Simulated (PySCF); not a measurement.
NMR data simulated for an unnamed compound:

$^{1}$H NMR (500 MHz, computed): δ 5.36 (m, 2H), 3.17 (m, 2H).

$^{13}$C{$^{1}$H} NMR (computed): δ 134.0 (C), 87.8 (C), 86.7 (C), 73.3 (CH2), 29.4 (CH2).

No relativistic terms, fast rotation and ring inversion assumed for equivalent nuclei, one computed conformer, gas phase. GFN2-xTB structure; shielding tensors at PBE0/pcSseg-1 (GIAO); PySCF 2.14.0 with density-fitted response routines.

δ = σ(ref) − σ, references computed at the same level: TMS for $^{1}$H, $^{13}$C.

Problem. Which of these does the molecule contain: a benzene ring, an ester, a C≡C triple bond, an OH group, a CF3 group?

Solution. 
- A benzene ring: no.
- An ester: no.
- A C≡C triple bond: yes (δC 86.7, 87.8).
- An OH group: no.
- A CF3 group: yes (δC 134.0).

The data belong to SMILES FCC#CCC(F)(F)F, C5H4F4; they needn't prove each group on their own.

Carbon signals by region: 1 in the sp2 and nitrile region (100–160 ppm), 3 at 50–100 ppm, 1 below 50 ppm.

Splittings by $^{19}$F in the carbon and heteronuclear signals aren't shown, as no couplings were computed. Shifts are as computed. Against solution values, carbons near 30 ppm lie about +3 ppm off and those near 130 ppm about +5 ppm (rms about the fit 2.1 ppm; single classes can miss by 10 ppm). Of 1328 compounds with measured shifts, 309 miss one by over three times the rms of a fit or turn the order of signals round; such compounds aren't used in these exercises. Signals without a measured value on file couldn't be tested in this way; 1H shifts scatter by 0.2 ppm about their fit, and single ones miss by 0.5 ppm. No couplings were computed; multiplicities are counted from neighbouring protons, with m where these are inequivalent, close in shift, in a saturated or five-membered ring or joined by F or P, and br s for small geminal =CH2 splittings.
